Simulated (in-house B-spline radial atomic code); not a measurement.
Excitations of Xe XXXVII (Xe36+) by several methods

Full response, energies in eV; labels give the largest channel, * marks a mixed state, a dash one above the method's threshold, and an imaginary frequency an unstable closed-shell reference. Computed with a B-spline radial code for spherical atoms: linear response of the closed shell [Ne] 3s2 3p6 with each method's own kernel (bare exchange for TDHF, static screening on G0W0 levels for BSE, the adiabatic kernel for functionals); non-relativistic, point nucleus, no spin-orbit coupling, no double excitations, S, P, D and F terms only. Only terms of natural parity with L up to 3 were computed.

Without relativity these are model numbers for so heavy an element.

| method | 3p → 3d 3P | 3p → 3d 3F | 3p → 3d 1F | α (bohr³) |
| --- | --- | --- | --- | --- |
| TDHF | 151.73 | 156.94 | 169.81 | 0.01758 |
| PBE | 154.66 | 156.58 | 168.75 | 0.01741 |
| OLYP | ? | ? | ? | ? |
| LDA exchange-only | ? | ? | ? | ? |
| RPBE | 154.74 | 156.64 | 168.86 | 0.01742 |
| CAM-B3LYP | 153.68 | 156.26 | 168.19 | 0.01745 |

Task: What does OLYP give?

Result: 3p → 3d 3P: 153.63; 3p → 3d 3F: 157.40; 3p → 3d 1F: 169.17; α: 0.01746 (eV, bohr³).

Task: What does LDA exchange-only give?

Result: 3p → 3d 3P: 153.66; 3p → 3d 3F: 157.43; 3p → 3d 1F: 169.02; α: 0.01741 (eV, bohr³).
